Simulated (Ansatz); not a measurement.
Mulliken charges of F2H2NSi (`N[Si](F)F`) radical from PBE/def2-TZVPP in Ansatz (PBE0-D4/def2-TZVP geometry).

```json
{"atom": "N1", "x (Å)": "-0.241", "y (Å)": "0.812", "z (Å)": "0.051", "charge (e)": "-0.318"}
{"atom": "Si2", "x (Å)": "0.172", "y (Å)": "-0.779", "z (Å)": "-0.396", "charge (e)": "0.519"}
{"atom": "F3", "x (Å)": "1.704", "y (Å)": "-0.992", "z (Å)": "-0.011", "charge (e)": "-0.257"}
{"atom": "F4", "x (Å)": "-0.726", "y (Å)": "-1.762", "z (Å)": "0.481", "charge (e)": "-0.257"}
{"atom": "H5", "x (Å)": "-1.213", "y (Å)": "1.082", "z (Å)": "0.073", "charge (e)": "0.157"}
{"atom": "H6", "x (Å)": "0.347", "y (Å)": "1.576", "z (Å)": "-0.244", "charge (e)": "0.157"}
```

Problem. By hand: the dipole of these point charges (1 e Å = 4.8032 D).

Solution. Σ q r = (-0.221, 0.463, -0.369) e Å, of length 0.632 e Å = 3.04 D.

Problem. How does the dipole of the full density compare? (Estimate.)

Solution. Computed: (-0.199, 0.502, -0.198) e Å, 2.76 D; the point charges give 1.10 times that, at 16° from its direction.

Point charges leave out the atoms' own dipoles, such as those of lone pairs, and Mulliken's split depends on the basis, so the close match here is no proof of good charges.
